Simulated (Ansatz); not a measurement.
System: C₅H₁₁O, charge 0, multiplicity 2. SMILES: CC[CH][C@H](C)O
Geometry from a B3LYP-D3(BJ)/def2-TZVP (Ansatz, an electronic-structure program) optimisation:
```xyz
17

C     -2.2749    -0.5174    -1.0348
C     -1.6499     0.2154     0.1652
C     -0.3488    -0.3578     0.5989
C      0.9318     0.3768     0.4436
C      1.3561     0.5254    -1.0247
O      1.9280    -0.3247     1.1907
H     -2.4311    -1.5727    -0.8041
H     -3.2412    -0.0818    -1.2984
H     -1.6245    -0.4621    -1.9093
H     -2.3667     0.1797     0.9959
H     -1.5273     1.2744    -0.0822
H     -0.2982    -1.3776     0.9602
H      0.8093     1.3924     0.8581
H      2.2837     1.1009    -1.1007
H      0.5917     1.0515    -1.5990
H      1.5136    -0.4583    -1.4686
H      2.7796     0.0966     1.0332
```
Charge 0, spin multiplicity 2.

Wanted: atomisation energy, in kcal/mol. Terms: valence correlation only; no spin-orbit coupling; non-relativistic; atomisation electronic, to ground-state atoms; open shells spin-unrestricted; no dispersion term unless named; six Cartesian d functions in 6-31G* and its kin unless marked 5d. CBS marks a two-point X^-3 extrapolation of the correlation energy; Hartree-Fock from the larger set. [CCSD(T)-MP2]/basis is that difference in the basis named. Ab initio and DFT rows: single points at B3LYP-D3(BJ) geometries (Ansatz).

```json
[
 {"species": "CC[CH][C@H](C)O", "coefficient": "-1", "E at MP2/6-31G* (Ansatz), Eh": "-271.36132", "E at PBE/def2-TZVPD (Ansatz), Eh": "-272.05923"},
 {"species": "C atom", "coefficient": "+5", "E at MP2/6-31G* (Ansatz), Eh": "-37.73297", "E at PBE/def2-TZVPD (Ansatz), Eh": "-37.79605"},
 {"species": "H atom", "coefficient": "+11", "E at MP2/6-31G* (Ansatz), Eh": "-0.49823", "E at PBE/def2-TZVPD (Ansatz), Eh": "-0.49962"},
 {"species": "O atom", "coefficient": "+1", "E at MP2/6-31G* (Ansatz), Eh": "-74.88004", "E at PBE/def2-TZVPD (Ansatz), Eh": "-75.01069"}
]
```

Coupled cluster (Ansatz) is a level with limits of its own, used here on species with T1 under 0.025 (0.045 for open shells) and stable references: RI-MP2/CBS(cc-pVTZ,cc-pVQZ)+[CCSD(T)-MP2]/cc-pVTZ. Value to compare with, RI-MP2/CBS(cc-pVTZ,cc-pVQZ)+[CCSD(T)-MP2]/cc-pVTZ (Ansatz): 1588.7 kcal/mol. 1 Eh = 627.5095 kcal/mol.

Compute it at each level from the table, and compare with RI-MP2/CBS(cc-pVTZ,cc-pVQZ)+[CCSD(T)-MP2]/cc-pVTZ (Ansatz).


- MP2/6-31G*: the sum of coefficient times E is 2.33590 Eh, or 1465.80 kcal/mol. Result: 1465.8 kcal/mol. Its difference against RI-MP2/CBS(cc-pVTZ,cc-pVQZ)+[CCSD(T)-MP2]/cc-pVTZ (Ansatz) is -122.9 kcal/mol.
- PBE/def2-TZVPD: the sum of coefficient times E is 2.57247 Eh, or 1614.25 kcal/mol. Result: 1614.2 kcal/mol. Its difference against RI-MP2/CBS(cc-pVTZ,cc-pVQZ)+[CCSD(T)-MP2]/cc-pVTZ (Ansatz) is 25.5 kcal/mol.
